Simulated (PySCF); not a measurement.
**`C=C(Cl)[Si@@H]1C[Si@H](C)[SiH2]O1`: 4 charge schemes on one density**

Compound: C₄H₁₁ClOSi₃.
SMILES with atom numbers: `[CH2:1]=[C:2]([Cl:3])[Si@@H:4]1[CH2:5][Si@H:6]([CH3:7])[SiH2:8][O:9]1` (hydrogens: H10, H11 on C1; H12 on Si4; H13, H14 on C5; H15 on Si6; H16, H17, H18 on C7; H19, H20 on Si8)

Structure used (GFN2-xTB), in Å, numbered top down from 1:
```
atom  x, y, z in Å
C1     3.073    0.598    1.179
C2     2.669    0.648   -0.078
Cl3    3.430    1.753   -1.179
Si4    1.303   -0.378   -0.882
C5    -0.274    0.647   -1.196
Si6   -1.781   -0.333   -0.505
C7    -2.946    0.827    0.457
Si8   -0.636   -1.925    0.732
O9     0.871   -1.517    0.198
H10    3.864    1.212    1.576
H11    2.598   -0.097    1.850
H12    1.808   -1.080   -2.060
H13   -0.389    0.857   -2.257
H14   -0.194    1.618   -0.707
H15   -2.532   -0.870   -1.662
H16   -3.808    0.284    0.832
H17   -3.316    1.626   -0.179
H18   -2.450    1.285    1.309
H19   -0.764   -3.340    0.378
H20   -0.531   -1.804    2.190
```

Density: PBE0/pcSseg-1 (PySCF); schemes: Mulliken, IAO, Hirshfeld and ESP-fitted. Geometry: GFN2-xTB, one conformer, isolated molecule.

Task: What partial charge does each atom carry?

Result: In e:

```
atom                  environment  Mulliken     IAO  Hirshfeld  ESP-fitted
  C1         terminal =CH2 carbon    -0.066  -0.302     -0.100      -0.295
  C2          vinylic C–Cl carbon    -0.505  -0.294     -0.078      -0.095
 Cl3               vinyl chlorine    -0.100  -0.045     -0.044      -0.100
 Si4         oxygen-bound silicon    +1.164  +1.134     +0.401      +0.473
  C5  sp3 carbon bound to silicon    -0.891  -0.840     -0.253      -0.466
 Si6                  SiH silicon    +0.424  +0.593     +0.285      +0.581
  C7             Si-methyl carbon    -0.605  -0.700     -0.211      -0.665
 Si8         oxygen-bound silicon    +0.601  +0.698     +0.311      +0.271
  O9              siloxane oxygen    -0.757  -0.886     -0.308      -0.373
 H10             vinylic hydrogen    +0.127  +0.164     +0.052      +0.172
 H11             vinylic hydrogen    +0.134  +0.168     +0.054      +0.160
 H12                Si–H hydrogen    -0.093  -0.144     -0.081      -0.084
 H13           methylene hydrogen    +0.180  +0.173     +0.042      +0.113
 H14           methylene hydrogen    +0.179  +0.170     +0.041      +0.135
 H15                Si–H hydrogen    -0.037  -0.109     -0.081      -0.159
 H16              methyl hydrogen    +0.141  +0.157     +0.042      +0.153
 H17              methyl hydrogen    +0.145  +0.160     +0.045      +0.170
 H18              methyl hydrogen    +0.141  +0.155     +0.043      +0.158
 H19                Si–H hydrogen    -0.089  -0.125     -0.080      -0.083
 H20                Si–H hydrogen    -0.093  -0.126     -0.081      -0.065
```

Mean size of the charges over all atoms: IAO 0.357 e, Mulliken 0.324 e, ESP-fitted 0.239 e, Hirshfeld 0.132 e. Each set sums to the total charge, 0, to within 0.001 e. The Hirshfeld scheme weights the molecular density at each point by an atom's share of the summed free-atom densities. The ESP scheme is a least-squares fit of atom-centred charges to the potential on four shells outside the van der Waals surface, with the total charge fixed.

Lowest charge. The schemes don't all agree: Mulliken C5 (-0.891); IAO O9 (-0.886); Hirshfeld O9 (-0.308); ESP-fitted C7 (-0.665).

Highest charge. The schemes don't all agree: Mulliken Si4 (+1.164); IAO Si4 (+1.134); Hirshfeld Si4 (+0.401); ESP-fitted Si6 (+0.581).

Task: How closely do the schemes follow one another over all atoms?

Result: Correlation coefficient and root-mean-square difference: IAO with Hirshfeld 0.98, 0.308 e; Mulliken with IAO 0.98, 0.096 e; Mulliken with Hirshfeld 0.95, 0.293 e; IAO with ESP-fitted 0.92, 0.233 e; Hirshfeld with ESP-fitted 0.91, 0.155 e; Mulliken with ESP-fitted 0.87, 0.244 e.

Task: Sum the charges by element, for elements with more than one atom.

Result: 
```
element  atoms  Mulliken     IAO  Hirshfeld  ESP-fitted
      C      4    -2.066  -2.137     -0.642      -1.521
     Si      3    +2.190  +2.426     +0.997      +1.325
      H     11    +0.734  +0.642     -0.004      +0.669
```

Task: How many electrons does the Hirshfeld scheme count on C2?

Result: Z − q = 6 − (-0.078) = 6.078.
